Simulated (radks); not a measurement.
Question: The mean radii <r> (bohr) of the occupied orbitals of an atom or ion are listed with their occupations. All-electron calculation, Dirac Kohn-Sham, PBE, spin-unpolarised, spherical densities, finite nucleus; Fermi nuclear charge, rms radius of each element as measured or else 0.836 A^(1/3) + 0.57 fm. Program: a radial shooting solver on a logarithmic mesh with Libxc functionals.

| orbital | occ. | <r> |
|---|---|---|
| 1s1/2 | 2 | 0.02842 |
| 2s1/2 | 2 | 0.1222 |
| 2p1/2 | 2 | 0.1033 |
| 2p3/2 | 4 | 0.1087 |
| 3s1/2 | 2 | 0.3302 |
| 3p1/2 | 2 | 0.3208 |
| 3p3/2 | 4 | 0.3321 |
| 3d3/2 | 4 | 0.3033 |
| 3d5/2 | 6 | 0.3069 |
| 4s1/2 | 2 | 0.7901 |
| 4p1/2 | 2 | 0.8309 |
| 4p3/2 | 4 | 0.8595 |
| 4d3/2 | 4 | 1.004 |
| 4d5/2 | 6 | 1.016 |
| 5s1/2 | 1 | 1.952 |

Name the element and its charge. Open shells, if any, fill j = l - 1/2 first.

Answer: Z = 51, antimony, charge +4: Sb4+ in [Kr] 4d10 5s1. The 1s radius gives Z: for a bare nucleus <r> = (2 gamma + 1)/(2Z) with gamma = sqrt(1 - (Z/c)^2), 0.028 bohr for Z = 51, and screening makes it slightly larger (0.02842 here). The occupations add up to 47, and the charge is Z minus that.
